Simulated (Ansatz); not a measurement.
Relaxation of ClH4NOSi (8 atoms, charge 0, multiplicity 1), to a largest force component of 0.02 eV/Å in at most 40 steps.

The calculation used RKS r2SCAN-D4/6-31G (Ansatz 0.2.0).

```xyz
8
Properties=species:S:1:pos:R:3
Si 0.000 0.000 0.000
O 0.000 0.000 1.680
H -0.909 -0.281 2.017
Cl 2.009 0.000 -0.709
H -0.688 1.191 -0.486
N -0.857 -1.485 -0.606
H -1.392 -2.101 0.070
H -0.822 -1.734 -1.636
```

Task: Where does it end, and by what steps?

Result: The run converged. Limits of this set-up: no polarisation functions. After 11 steps the energy has fallen by 0.572 eV; H7 moved furthest, 0.84 Å.

| step | energy less start (eV) | largest force component (eV/Å) | accepted |
| --- | --- | --- | --- |
| 0 | 0.0000 | 2.091 | yes |
| 1 | -0.3154 | 1.209 | yes |
| 2 | -0.4406 | 0.877 | yes |
| 3 | -0.4990 | 1.050 | yes |
| 4 | -0.5359 | 0.608 | yes |
| 5 | -0.5569 | 0.279 | yes |
| 6 | -0.5466 | 0.488 | no |
| 7 | -0.5678 | 0.392 | yes |
| 8 | -0.5718 | 0.064 | yes |
| 9 | -0.5693 | 0.176 | no |
| 10 | -0.5722 | 0.024 | yes |
| 11 | -0.5723 | 0.017 | yes |

```xyz
8
Properties=species:S:1:pos:R:3
Si -0.060 -0.052 -0.034
O -0.121 0.105 1.669
H -0.901 -0.161 2.184
Cl 2.090 -0.118 -0.388
H -0.597 1.118 -0.790
N -0.892 -1.468 -0.608
H -0.689 -2.403 -0.283
H -1.491 -1.433 -1.421
```

Whether the end is a true minimum wasn't checked by a vibrational analysis.

Time of the run: 55 s on 1 thread of Arm Neoverse V1, on a shared host, peak memory 0.17 GiB.
